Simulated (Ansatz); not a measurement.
H5InO: where a starting geometry ends

The starting geometry of this gas-phase triplet was optimised with GFN2-xTB as a singlet.

```xyz
7

In    0.2277    1.0489   -0.1726
O    -0.0884   -1.3398   -0.0405
H     0.2462   -1.7238    0.7783
H    -1.0118   -1.6010   -0.1350
H    -0.5272    1.2345   -1.6792
H    -0.7019    1.2925    1.2392
H     1.9168    1.0207   -0.0359
```

Where would you expect an optimisation with PBE0-D4/def2-SVP to take it?

It falls apart into H3InO + H2. Contacts that open: In1–H6 (1.71 → 4.66 Å), In1–H7 (1.69 → 5.42 Å). Contacts that close: H6–H7 (2.93 → 0.76 Å).

The energy falls by 3.24 eV over 50 steps:

| step | E − E(last) (eV) |
| --- | --- |
| 1 | 3.239 |
| 6 | 1.460 |
| 12 | 0.801 |
| 17 | 0.284 |
| 23 | 0.071 |
| 28 | 0.057 |
| 34 | 0.013 |
| 39 | 0.005 |
| 45 | 0.000 |
| 50 | 0.000 |

Final geometry (Å):

```xyz
7

In   -0.7656    1.1003   -2.0860
O    -0.0457   -0.1498   -0.0767
H     0.6042   -0.8411   -0.2548
H    -0.7675   -0.5796    0.3990
H    -1.4559   -0.2724   -2.9741
H     1.0879    0.3537    2.1274
H     1.4039    0.3209    2.8195
```

The end wasn't checked by frequencies. Open shells are spin-unrestricted. The triplet needn't be the ground state. Atoms past krypton carry core potentials, without spin–orbit terms. Run with Ansatz 0.2.0, 59 s on 2 threads of Intel(R) Xeon(R) 6975P-C (Granite Rapids) (shared host).
